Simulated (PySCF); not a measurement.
**Mayer bond orders and bond lengths**

Species: C5H10SSi.
SMILES with atom numbers: `[CH2:1]=[CH:2][Si@@H:3]1[CH2:4][CH2:5][S:6][CH2:7]1` (hydrogens: H8, H9 on C1; H10 on C2; H11 on Si3; H12, H13 on C4; H14, H15 on C5; H16, H17 on C7)

Cartesian coordinates in Å at the GFN2-xTB level; atoms count from 1:
```
atom  x, y, z in Å
C1     2.972    0.374    0.783
C2     1.764   -0.163    0.846
Si3    0.406    0.138   -0.416
C4    -1.111    1.005    0.359
C5    -2.340    0.317   -0.211
S6    -2.102   -1.489   -0.152
C7    -0.448   -1.500   -0.921
H8     3.733    0.184    1.524
H9     3.255    1.032   -0.021
H10    1.536   -0.818    1.679
H11    0.866    0.843   -1.621
H12   -1.157    2.074    0.153
H13   -1.105    0.885    1.443
H14   -3.247    0.528    0.355
H15   -2.501    0.595   -1.254
H16   -0.580   -1.596   -1.997
H17    0.051   -2.396   -0.560
```

Bond orders from the PBE0/pcSseg-1 density (PySCF). One conformer (not necessarily the lowest) at the GFN2-xTB geometry, without solvent, vibrations or thermal averaging.

Problem. How far do the computed orders between heavy atoms stray from the drawn ones?

Solution. The largest departure is 0.166, at C7–Si3 (drawn single, 0.834). Drawn single, order below 0.88: C7–Si3 (0.834).

Problem. Set the Mayer orders of the bonds beside their lengths.

Solution. 
```json
{"bond": "C1–C2", "drawn as": "double", "length (Å)": "1.323", "Mayer order": "1.986"}
{"bond": "C2–Si3", "drawn as": "single", "length (Å)": "1.878", "Mayer order": "0.911"}
{"bond": "Si3–C4", "drawn as": "single", "length (Å)": "1.911", "Mayer order": "0.903"}
{"bond": "C4–C5", "drawn as": "single", "length (Å)": "1.520", "Mayer order": "1.020"}
{"bond": "C5–S6", "drawn as": "single", "length (Å)": "1.822", "Mayer order": "0.988"}
{"bond": "S6–C7", "drawn as": "single", "length (Å)": "1.823", "Mayer order": "0.995"}
{"bond": "C7–Si3", "drawn as": "single", "length (Å)": "1.916", "Mayer order": "0.834"}
{"bond": "C1–H8", "drawn as": "single", "length (Å)": "1.079", "Mayer order": "0.950"}
{"bond": "C1–H9", "drawn as": "single", "length (Å)": "1.077", "Mayer order": "0.958"}
{"bond": "C2–H10", "drawn as": "single", "length (Å)": "1.084", "Mayer order": "0.933"}
{"bond": "Si3–H11", "drawn as": "single", "length (Å)": "1.470", "Mayer order": "0.952"}
{"bond": "C4–H12", "drawn as": "single", "length (Å)": "1.090", "Mayer order": "0.939"}
{"bond": "C4–H13", "drawn as": "single", "length (Å)": "1.091", "Mayer order": "0.939"}
{"bond": "C5–H14", "drawn as": "single", "length (Å)": "1.089", "Mayer order": "0.945"}
{"bond": "C5–H15", "drawn as": "single", "length (Å)": "1.091", "Mayer order": "0.937"}
{"bond": "C7–H16", "drawn as": "single", "length (Å)": "1.089", "Mayer order": "0.934"}
{"bond": "C7–H17", "drawn as": "single", "length (Å)": "1.087", "Mayer order": "0.946"}
```

Bonds between the same two heavy elements. C–C: lowest C4–C5 (1.020, 1.520 Å), highest C1–C2 (1.986, 1.323 Å). C–Si: lowest C7–Si3 (0.834, 1.916 Å), highest C2–Si3 (0.911, 1.878 Å). C–S: all 2 within 0.02 of one another (0.988 to 0.995).

Problem. Sum the orders of all bonds at each heavy atom with more than one neighbour and set the sums beside the valence in the SMILES.

Solution. C1 3.894 (drawn 4), C2 3.830 (drawn 4), Si3 3.600 (drawn 4), C4 3.801 (drawn 4), C5 3.890 (drawn 4), S6 1.983 (drawn 2), C7 3.709 (drawn 4). Orders between atoms that aren't bonded are not in these sums.

For a closed shell the Mayer order of atoms A and B is Σ (PS)μν (PS)νμ over the basis functions μ on A and ν on B, with P the density and S the overlap matrix.
